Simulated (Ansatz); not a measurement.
Total energies of B9As9 from Ansatz at PBE0-D4/def2-TZVP, gas phase (1 Eh = 27.2114 eV = 2625.5 kJ/mol). The reference geometry is relaxed at PBE-D4/def2-SVP.

```xyz
18

As    0.067    2.378    1.609
As   -3.877   -1.356   -2.673
As   -0.124   -0.316   -3.562
As   -2.208    1.363   -0.480
As    1.663   -0.517    4.552
As   -0.568   -1.145    1.506
As    3.804    0.303   -0.463
As    1.984    1.238    2.821
As   -0.196   -1.942   -1.472
B    -2.898   -0.264   -1.433
B    -1.055    0.787    1.152
B     0.805    0.474    0.961
B    -1.100    0.040   -1.653
B    -1.912   -1.045   -2.685
B     0.608   -0.103   -1.595
B     2.561    0.536    0.945
B     1.807    0.275   -0.537
B     0.640   -0.709    3.005
```

| state | geometry | energy (Eh) |
| --- | --- | --- |
| charge 0 singlet | reference | -20344.06064 |
| charge 1 doublet | reference | -20343.80482 |
| charge -1 doublet | reference | -20344.13436 |
| charge -1 doublet | relaxed at PBE-D4/def2-SVP | -20344.18789 |
| free As atom (quartet) | – | -2235.53903 |
| free B atom (doublet) | – | -24.61828 |

Single mean-field runs in def2-TZVP are fitted with def2-universal-jkfit.

Work out the vertical ionisation energy to the doublet.

E(charge 1 doublet) − E(charge 0 singlet) = -20343.80482 − (-20344.06064) = 0.25582 Eh = 6.96 eV. For comparison, −ε of the highest occupied level is 5.77 eV at this level, 1.19 eV less.

Work out the vertical electron affinity, to the doublet.

E(charge 0 singlet) − E(charge -1 doublet) = -20344.06064 − (-20344.13436) = 0.07372 Eh = 2.01 eV. The basis lacks diffuse functions, which makes affinities too small.

Give the fundamental gap IE − EA, the Mulliken electronegativity (IE + EA)/2 and the hardness (IE − EA)/2.

From the values in Eh: IE − EA = 0.25582 − 0.07372 = 0.18210 Eh = 4.96 eV; (IE + EA)/2 = 4.48 eV; (IE − EA)/2 = 2.48 eV. The HOMO–LUMO gap of the same run is 2.68 eV, 2.28 eV smaller than the fundamental gap.

How much does the charge -1 doublet relax, and what is the adiabatic electron affinity?

Relaxation: -20344.13436 − (-20344.18789) = 0.05353 Eh = 1.46 eV. Adiabatic electron affinity: 0.12725 Eh = 3.46 eV, without zero-point energy. Bonds change on the way (2 lost, 3 formed), so the relaxed form is another species. 

What is the binding energy per atom against free atoms?

Atoms: 9 × (-2235.53903) + 9 × (-24.61828) = -20341.41579 Eh. Binding: -20341.41579 − (-20344.06064) = 2.64485 Eh = 71.97 eV, or 4.00 eV for each of 18 atoms (no zero-point energy, no counterpoise term).
